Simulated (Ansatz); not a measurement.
```xyz
10

Si   -0.176   -1.846    0.336
Si   -0.679    0.420    0.108
O     0.362    1.509    0.900
C     0.558    1.628   -0.479
Cl    0.118    3.205   -1.119
Cl    2.175    1.167   -1.003
H     1.286   -2.031    0.186
H    -0.629   -2.306    1.675
H    -0.916   -2.589   -0.716
H    -2.099    0.842    0.113
```

The species carries charge 0 and has multiplicity 1.

**Question.** List the B3LYP/def2-TZVPP orbital energies in eV (the Gaussian-basis code of Ansatz). (Best estimate.)

**Answer.** The calculation gave: Occupied: -2762.79, -2762.77, -1800.27, -1799.60, -521.49, -281.07, -257.51, -257.49, -196.60, -196.58, -196.36, -196.35, -196.33, -196.33, -144.77, -144.18, -100.13, -100.08, -100.04, -99.51, -99.48, -99.48, -29.38, -23.97, -22.58, -16.64, -16.06, -14.68, -13.30, -13.09, -11.83, -10.44, -10.37, -10.08, -9.85, -9.23, -9.10, -8.44, -8.23, -7.31. Lowest empty: -1.93, -0.73, -0.27, 0.14, 0.48, 0.57, 1.04, 1.75.

B3LYP here is the variant with VWN-RPA as its local correlation; programs differ in this.
